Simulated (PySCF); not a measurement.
These compounds are isomers of formula C5H8ClF3Si.

A. SMILES C/C=C(\CCl)[SiH2]C(F)(F)F
B. SMILES C/C([SiH3])=C(/Cl)CC(F)(F)F
C. `C/C=C(/Cl)C[SiH2]C(F)(F)F`

Spectrum 1. ¹H NMR (500 MHz, computed): δ 4.21 (s, 3H), 3.24 (m, 2H), 2.13 (s, 3H). ¹³C{¹H} NMR (computed): δ 144.7 (C), 142.1 (C), 134.3 (C), 44.1 (CH2), 24.1 (CH3).

Spectrum 2. ¹H NMR (500 MHz, computed): δ 5.84 (q, 1H), 4.36 (m, 2H), 2.43 (t, 2H), 1.87 (d, 3H). ¹³C{¹H} NMR (computed): δ 139.7 (C), 139.7 (C), 129.4 (CH), 21.4 (CH2), 16.8 (CH3).

Spectrum 3. ¹H NMR (500 MHz, computed): δ 6.67 (q, 1H), 4.87 (m, 2H), 4.60 (s, 2H), 1.85 (d, 3H). ¹³C{¹H} NMR (computed): δ 152.1 (CH), 140.0 (C), 136.0 (C), 52.3 (CH2), 18.8 (CH3).

[PySCF: GFN2-xTB structure; NMR shieldings at PBE0/pcSseg-1/GIAO; no relativistic terms; isolated molecule; rapidly exchanging positions averaged; one computed conformer]

References, each an isolated molecule treated in the same way: ¹H and ¹³C against TMS. Splittings of carbon signals by F and P are missing where no couplings were computed. Where no couplings were computed, multiplicities follow the n + 1 count of equivalent neighbours, and m marks all less simple cases (inequivalent or close neighbours, rings, F or P nearby). Shifts are as computed. Against solution values, carbons near 30 ppm lie about +3 ppm off and those near 130 ppm about +5 ppm; carbons on Cl a further +6 ppm. Of 1309 compounds with measured shifts, 239 miss one by over three times the rms of a fit or turn the order of signals round; such compounds aren't used in these exercises. Carbons bonded to Cl come out too deshielded.

Task: Which spectrum belongs to which compound?

Result: 1–B, 2–C, 3–A.

- Spectrum 1 (B): 5 ¹³C signals; δC 144.7 is a fully substituted alkene carbon; δC 142.1 is a fully substituted alkene carbon.
- Spectrum 2 (C): 5 ¹³C signals; δC 139.7 is a fully substituted alkene carbon; δC 139.7 is a CF3 carbon.
- Spectrum 3 (A): 5 ¹³C signals; δC 152.1 is an alkene CH; δC 140.0 is a CF3 carbon.
